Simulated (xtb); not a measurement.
cyclotrisilazane (H9N3Si3), SMILES N1[SiH2]N[SiH2]N[SiH2]1. All values are semi-empirical tight-binding results from xtb (GFN2-xTB unless named), good for trends rather than for accurate numbers. The structure is a stationary point at GFN2-xTB.

The geometry has at least one imaginary mode, so it is a saddle point at that level.

**Question.** Estimate the properties. (An estimate is asked for; the answer gives what the named calculation found.)

**Answer.** 
* **point group as xtb finds it**: C3v
* **orbital gap**: 5.12 eV
* **dipole moment**: 0.39 D
* **static polarisability (D4 model)**: 110.2 bohr³
* **solvation energy, GFN2-xTB/ALPB(water)**: -0.6 kcal/mol
* **solvation energy, GFN2-xTB/ALPB(octanol)**: -4.5 kcal/mol
